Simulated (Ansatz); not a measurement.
Consider the ligand exchange at the Si–C bond: `C=C(Cl)[SiH2][SiH3]` + `[CH2]1[NH][AlH]1` → `[SiH3][SiH2][N]1[CH2][AlH]1` + `C=CCl`.

Program: Ansatz. Geometries: PBE0-D4/def2-TZVP. ΔE: electronic, gas phase. CBS: MP2 limit from def2 TZ/QZ plus the TZ coupled-cluster correction, frozen cores. This one scheme is used for every species. Functionals use def2-TZVPP. Each species was taken in one conformer, which may not be the lowest.

`C=C(Cl)[SiH2][SiH3]`:

Z-matrix (Å, degrees):
```
Si
Si 1 2.341
C 1 1.873 2 110.0
H 1 1.489 2 110.9 3 -118.8
H 1 1.487 2 110.1 3 120.1
H 2 1.486 1 110.7 3 -64.3
H 2 1.488 1 109.5 3 175.7
H 2 1.487 1 109.7 3 56.4
Cl 3 1.743 1 114.2 2 61.0
C 3 1.326 1 125.8 2 -117.5
H 10 1.085 3 122.5 1 178.5
H 10 1.084 3 119.6 1 -1.6
```

`[CH2]1[NH][AlH]1`:

Z-matrix (Å, degrees):
```
C
Al 1 1.919
N 1 1.507 2 58.8
H 1 1.093 2 122.8 3 101.9
H 1 1.093 2 122.8 3 -101.9
H 2 1.571 1 166.1 3 -180.0
H 3 1.005 1 121.0 2 180.0
```

`[SiH3][SiH2][N]1[CH2][AlH]1`:

Z-matrix (Å, degrees):
```
Si
Si 1 2.349
H 1 1.491 2 110.8
H 1 1.490 2 111.3 3 119.8
H 1 1.490 2 111.0 3 -120.2
N 2 1.711 1 111.7 3 -61.4
H 2 1.491 1 109.1 3 58.9
H 2 1.496 1 107.6 3 175.8
Al 6 1.744 2 165.6 1 113.8
C 6 1.531 2 123.7 1 -60.6
H 9 1.568 6 144.6 2 4.4
H 10 1.091 6 114.0 2 -65.7
H 10 1.092 6 114.3 2 63.1
```

`C=CCl`:

```xyz
6

C     0.715   -0.150   -0.108
C    -0.576    0.120   -0.066
Cl   -1.459    0.310    1.399
H     1.307   -0.271    0.790
H     1.205   -0.255   -1.068
H    -1.192    0.246   -0.948
```

```json
{"level": "PBE-D4", "ΔE (eV)": "-0.59"}
{"level": "ωB97M-V", "ΔE (eV)": "-0.66"}
{"level": "PBE", "ΔE (eV)": "-0.60"}
{"level": "CCSD/CBS(def2)", "ΔE (eV)": "-0.68"}
```

**Question.** What does CCSD(T)/CBS give? (Best estimate.)

**Answer.** Computed: -0.66 eV. The listed levels differ from it by 0.07, 0.00, 0.06, -0.02 eV.

Largest T1 diagnostic among the species: 0.015.

From PBE to PBE0 (25 % exact exchange), in def2-TZVPP and without D4, ΔE moves by −0.04 eV. In def2-TZVPP, CCSD(T) changes the Hartree–Fock value by +0.12 eV (the triples alone add +0.02 eV) and MP2 by +0.11 eV.
